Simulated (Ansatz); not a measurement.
All numbers were calculated with Ansatz.

A structure relaxed at PBE0-D4/def2-TZVP, charge 0, multiplicity 1:

Cartesian coordinates in Å:
```
B -0.276 1.771 -0.135
Te -0.169 0.100 -1.378
C 0.218 -1.403 0.099
H -0.125 1.643 1.042
H -0.490 2.823 -0.651
H -0.585 -2.137 0.077
H 0.258 -0.913 1.069
H 1.169 -1.882 -0.124
```

(1) Give its formula and SMILES.

(2) Point group (tolerance 0.08 Å, 0.16 Å for H)?

(3) Summarise the bond lengths by kind.

Answers

(1) CH5BTe, `B[Te]C`.

(2) Cs.

(3) 1 × B–Te 2.085 Å; 2 × B–H 1.192 to 1.193 Å; 1 × C–Te 2.142 Å; 3 × C–H 1.088 Å.
